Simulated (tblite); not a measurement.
CH10O2PSi3 (doublet state).
Atom-mapped SMILES: `[SiH3:1][O:2][SiH2:3][CH:4][O:5][SiH2:6][PH2:7]` (hydrogens: H8, H9, H10 on Si1; H11, H12 on Si3; H13 on C4; H14, H15 on Si6; H16, H17 on P7)

The geometry is computed with GFN2-xTB (gas phase). This method treats the open shell by occupation alone, without spin polarisation.

Entries marked ? are missing. Bonds in one row agree within 0.01 Å.

| coordinate | value |
| --- | --- |
| Si1–O2 | ? |
| O2–Si3 | ? |
| Si3–C4 | ? |
| C4–O5 | 1.336 Å |
| O5–Si6 | 1.627 Å |
| Si6–P7 | ? |
| Si1–H8, Si1–H9, Si1–H10 | 1.462 Å |
| Si3–H11, Si3–H12 | 1.466 Å |
| C4–H13 | 1.083 Å |
| Si6–H14, Si6–H15 | 1.470 Å |
| P7–H16, P7–H17 | 1.385 Å |
| Si1–O2–Si3 | ? |
| O2–Si3–C4 | ? |
| Si3–C4–O5 | 118.6° |
| C4–O5–Si6 | ? |
| O5–Si6–P7 | 100.4° |

Task: Fill in the missing values.

Result: 
- Si1–O2 = 1.623 Å, drawn single (ends: silicon bonded to O and 3 H; oxygen bonded to 2 Si); 0.15 Å below the sum of covalent radii, 1.77 Å.
- O2–Si3 = 1.618 Å, drawn single (ends: oxygen bonded to 2 Si; silicon bonded to C, O and 2 H); 0.15 Å below the sum of covalent radii, 1.77 Å.
- Si3–C4 = 1.857 Å, drawn single (ends: silicon bonded to C, O and 2 H; carbon bonded to O, Si and H); 0.02 Å above the sum of covalent radii, 1.84 Å.
- Si6–P7 = 2.225 Å, drawn single (ends: silicon bonded to O, P and 2 H; phosphorus bonded to Si and 2 H); 0.05 Å above the sum of covalent radii, 2.18 Å.
- Si1–O2–Si3 = 151.0°, at the oxygen bonded to 2 Si; the outer atoms are 3.138 Å apart.
- O2–Si3–C4 = 107.7°, at the silicon bonded to C, O and 2 H; the outer atoms are 2.809 Å apart.
- C4–O5–Si6 = 133.4°, at the oxygen bonded to C and Si; the outer atoms are 2.723 Å apart.

Radii are Cordero's, carbon taken as 0.76, 0.73 or 0.69 Å for four, three, and two or fewer neighbours.

Its GFN2-xTB frequencies are all real (lowest 19 cm⁻¹). Torsions: Si1–O2–Si3–C4 -10°, O2–Si3–C4–O5 -9°, Si3–C4–O5–Si6 -176°, C4–O5–Si6–P7 176°, O5–Si6–P7–H -177° and -84°.

Time: 3.1 s. Hardware: Intel Xeon Platinum 8488C, one thread, on a shared host. This is the geometry optimisation.

One conformer stands for the species.
